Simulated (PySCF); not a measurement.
**Distorted geometries of Ce(NH2)4**

Ce(NH2)4 (singlet). PySCF 2.14.0, RKS PBE0, Ce lcecp-2-SVP with ECP46, N def2-SVP, H def2-SVP; non-relativistic Hamiltonian with scalar-relativistic core potentials where named; density fitting; no spin-orbit coupling. Relaxed geometry:

```xyz
13

Ce    0.0000    0.0000    0.0000
N     1.2748    1.2351    1.3018
H     1.2134    1.3763    2.3090
H     2.1261    1.7012    0.9866
N    -1.2748   -1.3018    1.2352
H    -2.1261   -0.9866    1.7012
H    -1.2134   -2.3090    1.3763
N     1.2748   -1.2351   -1.3018
H     2.1261   -1.7012   -0.9866
H     1.2134   -1.3763   -2.3090
N    -1.2748    1.3018   -1.2352
H    -1.2134    2.3090   -1.3763
H    -2.1261    0.9866   -1.7012
```

Problem. Order these distorted geometries by energy above the relaxed one, lowest first.
A.
```xyz
13

Ce    0.0758   -0.0825   -0.2344
N     1.2031    1.1302    1.4279
H     1.3443    1.4208    2.3273
H     2.2085    1.7054    0.9970
N    -1.1429   -1.3516    1.1263
H    -2.1253   -0.9472    1.9134
H    -1.1990   -2.1629    1.5034
N     1.1790   -1.0764   -1.2957
H     1.9995   -1.6358   -1.0286
H     1.2727   -1.3660   -2.3423
N    -1.3784    1.2283   -1.3220
H    -1.1668    2.2634   -1.2617
H    -2.2706    0.8743   -1.8106
```
B.
```xyz
13

Ce   -0.1874   -0.0972    0.0939
N     1.3113    1.2107    1.3347
H     1.3505    1.3010    2.4677
H     2.1805    1.7408    0.9805
N    -1.4757   -1.1448    1.1333
H    -2.0885   -0.9080    1.6555
H    -1.3684   -2.4452    1.2775
N     1.2615   -1.2605   -1.3818
H     2.2495   -1.6383   -1.1505
H     1.3718   -1.3823   -2.3559
N    -1.2615    1.3183   -1.2052
H    -1.1732    2.3585   -1.1999
H    -2.1706    0.9470   -1.6499
```
C.
```xyz
13

Ce    0.0134   -0.0514    0.1225
N     1.3531    1.2509    1.4214
H     1.0731    1.2979    2.1313
H     2.0978    1.6375    1.0791
N    -1.3165   -1.2230    1.3283
H    -2.0394   -1.0685    1.6062
H    -1.3132   -2.1398    1.4448
N     1.3493   -1.2455   -1.2530
H     2.0838   -1.7085   -0.9656
H     1.2569   -1.3019   -2.3706
N    -1.1725    1.1766   -1.3081
H    -1.2167    2.4188   -1.4159
H    -2.1690    0.9568   -1.8205
```

Solution. B (3.98 eV), A (5.17 eV), C (7.20 eV).

Problem. Which forces (eV/Å) act in the one that lies 7.20 eV up?

Solution. 
```
Ce    1.50   1.20  -1.72
N     2.48  -6.24 -24.21
H    -8.85   2.51  25.72
H     5.71   3.21  -1.76
N    19.09  -0.37  -7.69
H   -20.70   5.73   7.89
H     1.02  -6.07   0.45
N    -6.31   3.64  -4.50
H     5.40  -3.45   1.78
H     0.40   0.12   3.51
N    -3.37   4.29  -1.68
H     0.47  -4.94   0.53
H     3.16   0.38   1.67
```
Forces carry noise of the integration grid, about 0.01 to 0.03 eV/Å.
